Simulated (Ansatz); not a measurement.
A nudged elastic band was laid between two geometries of GaH6NO + H2O (12 atoms, charge 0, multiplicity 1).

These are results of RKS PBE-D4/def2-SVP (Ansatz 0.2.0), not measurements.

```
movable images  : 7
climbing image  : yes
spring          : 5.0 eV/Å²
optimiser       : quadratic models (default)
start path      : through a guess of the saddle point
force threshold : 0.05 eV/Å
iteration limit : 60
end points      : relaxed
```

First end point:

```xyz
12
Properties=species:S:1:pos:R:3
Ga -1.140 -0.160 -0.856
N 0.119 -1.349 0.068
H -0.749 -0.021 -2.378
H -2.602 -0.206 -0.248
H 0.496 1.294 0.462
O -0.416 1.584 -0.034
H 1.107 -0.352 0.691
O 1.588 0.559 1.007
H 0.580 -2.005 -0.575
H -0.327 -1.926 0.794
H -1.012 1.926 0.657
H 2.355 0.656 0.412
```

Last end point:

```xyz
12
Properties=species:S:1:pos:R:3
Ga -1.167 0.035 -0.861
N 0.087 -1.351 0.123
H -0.574 0.004 -2.326
H -2.639 -0.364 -0.427
H 0.899 1.182 0.698
O -0.533 1.564 0.053
H 0.891 -0.743 0.473
O 1.747 0.665 0.925
H 0.461 -2.087 -0.488
H -0.346 -1.810 0.934
H -1.198 1.941 0.655
H 2.373 0.966 0.241
```

Q: Which bonds break or form, and what moves?

A: Bonds broken: H5–O6, H7–O8. Bonds formed: N2–H7, H5–O8.

Q: Give the energies along the band, and the barrier.

A: The forces met the threshold. The highest image is number 2 of 0 to 8, 0.003 eV above the first end and 0.385 eV above the last; the last end lies 0.382 eV below the first. The top lies less than 8 meV above the higher end, about what the thresholds resolve: that end is a shoulder or a very shallow well. A vibrational analysis at the climbing image gives one clearly imaginary mode, 393i cm⁻¹: a first-order saddle point. The orbitals stay closed-shell, which can raise the energy where a bond breaks towards radicals; this wasn't checked here.

| image | path coordinate (Å) | energy (eV) | H5–O6 (Å) | H7–O8 (Å) | N2–H7 (Å) |
| --- | --- | --- | --- | --- | --- |
| 0 | 0.00 | 0.000 | 1.08 | 1.08 | 1.54 |
| 1 | 0.10 | 0.001 | 1.09 | 1.09 | 1.50 |
| 2 | 0.20 | 0.003 | 1.13 | 1.13 | 1.42 |
| 3 | 0.41 | -0.075 | 1.27 | 1.30 | 1.24 |
| 4 | 0.62 | -0.269 | 1.43 | 1.49 | 1.12 |
| 5 | 0.83 | -0.358 | 1.55 | 1.63 | 1.08 |
| 6 | 1.04 | -0.378 | 1.60 | 1.69 | 1.07 |
| 7 | 1.25 | -0.381 | 1.61 | 1.70 | 1.07 |
| 8 | 1.46 | -0.382 | 1.62 | 1.71 | 1.07 |

Q: What is the geometry of the highest image?

A: 
```xyz
12
Properties=species:S:1:pos:R:3:forces:R:3
Ga -1.145 -0.130 -0.845 0.00 0.00 0.00
N 0.143 -1.332 0.068 0.00 0.00 0.00
H -0.776 -0.037 -2.377 0.00 0.00 0.00
H -2.595 -0.224 -0.216 0.00 0.00 0.00
H 0.540 1.250 0.495 0.00 0.00 0.00
O -0.394 1.575 -0.047 0.00 0.00 0.00
H 1.047 -0.404 0.654 0.00 0.00 0.00
O 1.543 0.549 1.016 0.00 0.01 0.00
H 0.608 -1.976 -0.586 0.00 0.00 0.00
H -0.294 -1.921 0.789 0.00 0.00 0.00
H -0.997 1.971 0.608 0.00 0.00 0.00
H 2.320 0.680 0.441 0.00 0.00 0.00
```

The run took 4 min on 2 threads of Intel(R) Xeon(R) Platinum 8488C (Sapphire Rapids), on a shared host, peak memory 0.17 GiB.
